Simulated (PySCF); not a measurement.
**Correlation energy of Bi (bismuth, neutral)**

Starting occupation: [Xe] 4f14 5d10 6s2 6p3, 6p3/2 with m_j = -1/2, +1/2, +3/2. Calculation: PySCF 2.14, in x2c-TZVPall-2c with one added diffuse shell each of s, p, d, f type (12s12p10d4f, 126 functions); X2C-1e with screened-nucleus spin-orbit coupling, Gaussian nucleus. Frozen: [Kr] 4d10 4f14; 23 electrons correlated; the 24 highest virtual spinors left out.

MP2 pair energies summed by pair of shells (mhartree):

| pair | energy | share (%) |
| --- | --- | --- |
| 5d-5d | -210.74 | 40.5 |
| 5d-5p | -70.38 | 13.5 |
| 5d-6s | -66.63 | 12.8 |
| 5d-6p | -56.69 | 10.9 |
| 6p-6s | -29.19 | 5.6 |
| 5p-5p | -21.27 | 4.1 |
| 6p-6p | -14.48 | 2.8 |
| 5d-5s | -14.44 | 2.8 |
| 5p-5s | -10.10 | 1.9 |
| 5p-6s | -9.09 | 1.7 |
| 6s-6s | -8.43 | 1.6 |
| 5p-6p | -5.79 | 1.1 |
| 5s-5s | -1.91 | 0.4 |
| 5s-6s | -0.90 | 0.2 |
| 5s-6p | -0.57 | 0.1 |

Total MP2 correlation energy: -520.61 mhartree.

The GHF reference relaxed away from the jj start to a determinant that is no pure jj level (⟨S²⟩ = 3.24, ⟨J²⟩ = 3.78); the energies belong to that determinant.

This basis was not built for core-valence correlation, so the inner-shell part is incomplete.
